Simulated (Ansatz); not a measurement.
The cluster HW2⁻. Charge -1, multiplicity 3. Geometry PBE-D4/def2-TZVP, that of the neutral doublet; atoms count from 1.

```xyz
3

W     0.042    0.806   -1.349
W     0.679    0.083    0.566
H    -0.721   -0.890    0.784
```

In the def2 sets W takes a core potential; there is no spin–orbit coupling. The charge -1 triplet is spin-contaminated (final ⟨S²⟩ up to 3.20, 2.00 for a pure state). The highest occupied level of the charge -1 triplet lies above zero (up to 0.56 eV). Its loss leaves the charge 0 doublet, which lies 0.72 eV higher (vertical, at PBE0-D4/def2-TZVPD), but this difference is unsure: the doublet is doubtful (at the level of its geometry, ⟨S²⟩ 1.76, where a pure state has 0.75). The structure comes from a short search, and lower isomers may exist.

(1) Estimate the Mulliken populations from the PBE0/def2-TZVPD orbitals of Ansatz.

(2) Where does the spin sit?

(3) And the Mayer bond orders between bonded heavy atoms (over 0.3)?

## Answers

(1) 
```csv
atom,charge (e),spin (α − β),d electrons
W1,-0.58,3.77,4.88
W2,-0.26,-1.87,4.65
H3,-0.16,0.10,–
```
Mulliken values and Mayer orders depend strongly on the basis. With diffuse functions, as here, like atoms can get unlike values, and bond orders can come out too low or too high.

(2) Summed by element: W 1.90, H 0.10, of 2 unpaired in all. Largest on single atoms: W1 3.77, W2 -1.87, H3 0.10.

(3) W1–W2 4.34 (2.14 Å).
